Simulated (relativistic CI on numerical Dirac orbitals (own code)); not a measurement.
**W: computed level list**

Method of calculation: Dirac-Coulomb-Breit CI, orbitals from a KLI potential per configuration, QED by a radiative potential, valence Slater integrals scaled by 0.85, P86 correlation energy added to each configuration (own radial code, finite nucleus).

Configurations in the expansion (outside the closed core [Xe] 4f14): 5d4 6s2, 5d5 6s, 5d4 6s 6p, 5d5 6p, 5d6, 5d3 6s2 6p, 5d4 6s 6d, 5d3 6s2 5f, 5d4 6s 7s, 5d3 6s2 7p, 5d5 5f, 5d5 7s, 5d3 6s2 7s. Double excitations out of closed p, d and f shells are left out; levels of such configurations are missing from the list, as are those of other unlisted configurations, and high levels can miss mixing partners.

| No. | Configuration | Term | J | E (cm⁻¹) | % | Landé g |
| --- | --- | --- | --- | --- | --- | --- |
| 1 | 5d5(6S) 6s | 7S | 3 | 0.0 | 96 | 1.992 |
| 2 | 5d4 6s2 | 5D | 0 | 3720.8 | 73 |  |
| 3 | 5d4 6s2 | 5D | 1 | 4827.5 | 80 | 1.499 |
| 4 | 5d4 6s2 | 5D | 2 | 6100.8 | 81 | 1.492 |
| 5 | 5d4 6s2 | 5D | 3 | 7399.2 | 78 | 1.485 |
| 6 | 5d4 6s2 | 5D | 4 | 8775.7 | 73 | 1.475 |
| 7 | 5d4 6s2 | 3P | 0 | 12966.9 | 47 |  |
| 8 | 5d4(5D) 6s<6D> 6p | 7F° | 0 | 14757.0 | 88 |  |
| 9 | 5d4(5D) 6s<6D> 6p | 7F° | 1 | 15331.0 | 89 | 1.495 |
| 10 | 5d4 6s2 | 3H | 4 | 15860.3 | 34 | 1.011 |
| 11 | 5d4 6s2 | 3G | 3 | 16201.7 | 25 | 1.109 |
| 12 | 5d4 6s2 | 3D | 2 | 16336.0 | 34 | 1.197 |
| 13 | 5d4(5D) 6s<6D> 6p | 7F° | 2 | 16388.2 | 92 | 1.494 |
| 14 | 5d4 6s2 | 3P | 1 | 16613.3 | 49 | 1.101 |
| 15 | 5d4(5D) 6s<6D> 6p | 7D° | 1 | 17185.6 | 48 | 2.705 |
| 16 | 5d4 6s2 | 3G | 3 | 17339.4 | 32 | 1.064 |
| 17 | 5d4(5D) 6s<6D> 6p | 7F° | 3 | 17775.9 | 92 | 1.494 |
| 18 | 5d5(4G) 6s | 5G | 2 | 18078.7 | 42 | 0.546 |
| 19 | 5d4 6s2 | 3H | 5 | 18329.7 | 36 | 1.150 |
| 20 | 5d5(4G) 6s | 5G | 2 | 18448.3 | 41 | 0.676 |
| 21 | 5d5(4G) 6s | 5G | 3 | 18662.4 | 83 | 0.984 |
| 22 | 5d5(4G) 6s | 5G | 4 | 18696.1 | 84 | 1.145 |
| 23 | 5d5(4G) 6s | 5G | 6 | 18878.7 | 94 | 1.325 |
| 24 | 5d4(5D) 6s<6D> 6p | 7D° | 2 | 19087.0 | 60 | 1.950 |
| 25 | 5d5(4G) 6s | 5G | 5 | 19099.5 | 78 | 1.236 |
| 26 | 5d4 6s2 | 3G | 4 | 19364.9 | 41 | 1.015 |
| 27 | 5d4(5D) 6s<6D> 6p | 7F° | 4 | 19418.1 | 89 | 1.491 |
| 28 | 5d4 6s2 | 3P | 1 | 19533.7 | 25 | 1.155 |
| 29 | 5d5(6S) 6s | 5S | 2 | 19718.9 | 34 | 1.739 |
| 30 | 5d4 6s2 | 3F | 4 | 19880.7 | 42 | 1.116 |
| 31 | 5d4 6s2 | 3F | 3 | 20149.2 | 48 | 1.092 |
| 32 | 5d5(6S) 6s | 5S | 2 | 20506.7 | 30 | 1.678 |
| 33 | 5d4 6s2 | 3H | 6 | 20788.4 | 80 | 1.142 |
| 34 | 5d4(5D) 6s<6D> 6p | 7D° | 3 | 20972.7 | 60 | 1.754 |
| 35 | 5d5(4P) 6s | 5P | 3 | 21006.8 | 39 | 1.462 |
| 36 | 5d5(4P) 6s | 5P | 1 | 21062.5 | 66 | 2.051 |
| 37 | 5d4(5D) 6s<6D> 6p | 7P° | 2 | 21097.1 | 78 | 2.257 |
| 38 | 5d4(5D) 6s<6D> 6p | 7F° | 5 | 21347.4 | 84 | 1.489 |
| 39 | 5d4 6s2 | 1S | 0 | 21486.1 | 33 |  |
| 40 | 5d4 6s2 | 3H | 5 | 22147.1 | 49 | 1.115 |
| 41 | 5d4(5D) 6s<6D> 6p | 7P° | 3 | 22217.7 | 64 | 1.836 |
| 42 | 5d4(5D) 6s<6D> 6p | 7P° | 4 | 22604.6 | 47 | 1.677 |
| 43 | 5d4(5D) 6s<6D> 6p | 7D° | 1 | 22849.0 | 40 | 2.273 |
| 44 | 5d4(5D) 6s<6D> 6p | 7D° | 4 | 23348.9 | 44 | 1.659 |
| 45 | 5d5(4D) 6s | 5D | 0 | 23366.0 | 69 |  |

Energies count from the lowest computed level; ° marks odd parity. Percentages are summed over parent terms; the parents shown are those of the largest component, closed shells are left out there, and <> holds an intermediate term.

The mean weight of the leading LS term, summed over parents, in these 45 levels is 60 %, and that of the leading jj configuration (from the same eigenvectors) 44 %, so LS coupling describes them better.

For a near-neutral ion this model can misplace configurations by up to about 10,000 cm⁻¹ (more where the count of f electrons changes) and terms by 10 to 25 % of their spread. Rates follow the energies as ν³ (E1, M1) or ν⁵ (E2), so they and the lifetimes can be off by large factors. The fine structure of a lone outer electron comes out too small, for d and f at times inverted, and misplaced configurations move strength between like terms. 7 of the 13 excited levels that our extract of the measured tables holds in this range could be paired (the sources list more); they are missed by 3128 cm⁻¹ on average and 8937 at most, and levels without a partner can miss by more. The computed lowest level isn't the tabulated ground level, which NIST ASD gives as 5d4 6s2 5D0.

LS names give the leading component of a level, which can be under half, so a name can repeat, a term be missing and a line seem to break the LS rules.
